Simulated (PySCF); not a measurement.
Vibration and rotation of MgPb⁺

B2PLYP constants of MgPb⁺, ²Π (doublet), unpaired electrons π ↑ (basis Mg def2-SVPD, Pb def2-SVPD with ECP60; scalar-relativistic core potentials; PySCF 2.14; masses 23.9850 and 207.9766 u):

| Property | Result |
| --- | --- |
| ωe | 177.1 cm⁻¹ |
| ωexe | 0.791 cm⁻¹ |
| Be | 0.085433 cm⁻¹ |
| αe | 0.000544 cm⁻¹ |
| D (centrifugal) | 7.95e-08 cm⁻¹ |

(1) Give the vibrational terms G(v) and spacings up to v = 6.

Correlated steps freeze 5 core orbitals. Spin–orbit coupling is left out, which matters for elements this heavy, above all for dissociation energies. B2PLYP dipoles, levels and charges come from its SCF part alone. The state is the lowest determinant that a PBE0 search found; another state may lie lower at other levels.

## Answers

(1) G(v) = ωe(v+½) − ωexe(v+½)².

```json
{"v": "0", "G(v) (cm⁻¹)": "88.4", "G(v) − G(v−1)": "", "Bv (cm⁻¹)": "0.08516"}
{"v": "1", "G(v) (cm⁻¹)": "263.9", "G(v) − G(v−1)": "175.5", "Bv (cm⁻¹)": "0.08462"}
{"v": "2", "G(v) (cm⁻¹)": "437.8", "G(v) − G(v−1)": "173.9", "Bv (cm⁻¹)": "0.08407"}
{"v": "3", "G(v) (cm⁻¹)": "610.2", "G(v) − G(v−1)": "172.4", "Bv (cm⁻¹)": "0.08353"}
{"v": "4", "G(v) (cm⁻¹)": "780.9", "G(v) − G(v−1)": "170.8", "Bv (cm⁻¹)": "0.08298"}
{"v": "5", "G(v) (cm⁻¹)": "950.1", "G(v) − G(v−1)": "169.2", "Bv (cm⁻¹)": "0.08244"}
{"v": "6", "G(v) (cm⁻¹)": "1117.7", "G(v) − G(v−1)": "167.6", "Bv (cm⁻¹)": "0.08190"}
```
